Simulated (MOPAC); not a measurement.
MOPAC input (PM3):

```
PM3 PRECISE GNORM=0.05 LET XYZ CHARGE=1 GEO-OK AUX(PRECISION=9) THREADS=1
HTe

Te   -0.00000000 1   -0.00000000 1   -0.03157231 1
H     0.00000000 1    0.00000000 1    1.64175989 1
```

What heat of formation does the run end on?

276.91 kcal/mol.
